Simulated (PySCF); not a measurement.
Radial density of Nd⁵⁵⁺ (neodymium, charge +55)

BHandHLYP, [He] 2s2 2p1, 2P determinant. Calculation: PySCF 2.14, in an even-tempered Gaussian basis (19 s from 30 bohr⁻², ratio 2.2; 12 p from 39 bohr⁻², ratio 2.2; 5 d from 150 bohr⁻², ratio 2.4; 5 f from 220 bohr⁻², ratio 2.4; 4 g from 330 bohr⁻², ratio 2.4); scalar relativity by spin-free X2C-1e.

```csv
r (bohr),4πr²ρ (e/bohr),4πr²(ρα − ρβ)
0.0209,64.58,2.0570
0.0351,34.03,6.3146
0.0591,30.80,11.2689
0.0994,28.64,7.9348
0.167,4.868,1.1582
0.281,0.04953,0.0121
```

Densities and radii are taken from the X2C orbitals without a picture-change correction, which distorts them close to the nucleus.

Spin-orbit coupling, absent here, splits the open shell strongly.
